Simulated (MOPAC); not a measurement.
MOPAC input (PM3):

```
PM3 PRECISE GNORM=0.05 LET XYZ GEO-OK AUX(PRECISION=9) THREADS=1
H3F3Si2

F    -1.81252000 1   -1.50158200 1    0.52213600 1
Si   -1.42748200 1   -0.02267100 1    0.01317000 1
Si    0.90169900 1    0.05596900 1   -0.33182800 1
F     1.25242400 1    1.49625300 1   -0.93452700 1
F     1.65904300 1   -0.07125800 1    1.06937600 1
H    -1.85076900 1    0.95389300 1    1.04005500 1
H    -2.14894700 1    0.23020600 1   -1.25409500 1
H     1.47016000 1   -0.96099800 1   -1.23759900 1
```

From the output:

```
                                                       MOPAC v23.2.5 Linux

          FINAL HEAT OF FORMATION =       -256.86823 KCAL/MOL =   -1074.73668 KJ/MOL

          COSMO AREA              =        132.73 SQUARE ANGSTROMS
          COSMO VOLUME            =        125.56 CUBIC ANGSTROMS

          GRADIENT NORM           =          0.03144          =       0.01112 PER ATOM
          IONIZATION POTENTIAL    =          9.136039 EV
          HOMO LUMO ENERGIES (EV) =         -9.136 -1.472
          NO. OF FILLED LEVELS    =         16
          MOLECULAR WEIGHT        =        116.1899         POINT GROUP:  C1

          MOLECULAR DIMENSIONS (Angstroms)

            Atom       Atom       Distance
            F     4    F     1     4.57203
            H     7    H     8     3.89591
            H     7    F     5     2.29425

          SCF CALCULATIONS        =         66

   ATOM   CHEMICAL          X               Y               Z
  NUMBER   SYMBOL      (ANGSTROMS)     (ANGSTROMS)     (ANGSTROMS)

     1       F         -2.03847224  *  -1.56908881  *   0.05282879  *
     2      Si         -1.47954574  *  -0.07733303  *   0.21196299  *
     3      Si          0.95743214  *   0.04931277  *  -0.22528043  *
     4       F          1.32636845  *   1.26506540  *  -1.19169703  *
     5       F          1.80692535  *   0.35399968  *   1.09137603  *
     6       H         -1.75350451  *   0.42563561  *   1.59591356  *
     7       H         -2.16190558  *   0.83157916  *  -0.76382182  *
     8       H          1.38439516  *  -1.25991615  *  -0.83699374  *

                             CARTESIAN COORDINATES

   1    F       -2.038472240    -1.569088810     0.052828786
   2   Si       -1.479545736    -0.077333026     0.211962988
   3   Si        0.957432137     0.049312767    -0.225280429
   4    F        1.326368454     1.265065403    -1.191697035
   5    F        1.806925352     0.353999680     1.091376034
   6    H       -1.753504505     0.425635605     1.595913559
   7    H       -2.161905577     0.831579162    -0.763821822
   8    H        1.384395159    -1.259916145    -0.836993736

           Empirical Formula: H3 F3 Si2  =     8 atoms

      MOLECULAR POINT GROUP   :   C1

                  EIGENVALUES
 -22.35159 -21.36322 -20.95904 -17.44124 -17.29561 -16.80382 -16.62915 -16.51891
 -16.13988 -16.10846 -15.60270 -15.24739 -13.92848 -12.28298 -11.32629  -9.13604
  -1.47218   0.91983   1.25585   1.49937   1.58367   2.13641   2.35267

              NET ATOMIC CHARGES AND DIPOLE CONTRIBUTIONS

  ATOM NO.   TYPE          CHARGE      No. of ELECS.   s-Pop       p-Pop
    1          F          -0.276700        7.2767     1.58713     5.68957
    2         Si           0.528212        3.4718     0.97926     2.49253
    3         Si           0.746382        3.2536     0.96115     2.29247
    4          F          -0.287479        7.2875     1.59862     5.68886
    5          F          -0.287978        7.2880     1.59903     5.68895
    6          H          -0.136972        1.1370     1.13697
    7          H          -0.136446        1.1364     1.13645
    8          H          -0.149017        1.1490     1.14902
 DIPOLE           X         Y         Z       TOTAL
 POINT-CHG.    -0.363    -0.094    -0.154     0.406
 HYBRID        -0.149    -0.035     0.016     0.154
 SUM           -0.512    -0.129    -0.138     0.546

          ATOMIC ORBITAL ELECTRON POPULATIONS

     Atom    s        px        py        pz
    1  F   1.58713   1.93789   1.78076   1.97092
    2 Si   0.97926   0.91558   0.71233   0.86463
    3 Si   0.96115   0.86327   0.76761   0.66159
    4  F   1.59862   1.94812   1.84834   1.89240
    5  F   1.59903   1.90253   1.95591   1.83051
    6  H   1.13697
    7  H   1.13645
    8  H   1.14902

 **********************
 *                    *
 * JOB ENDED NORMALLY *
 *                    *
 **********************

 == MOPAC DONE ==
```

The geometry given is a B3LYP-D3(BJ)/def2-TZVP minimum.
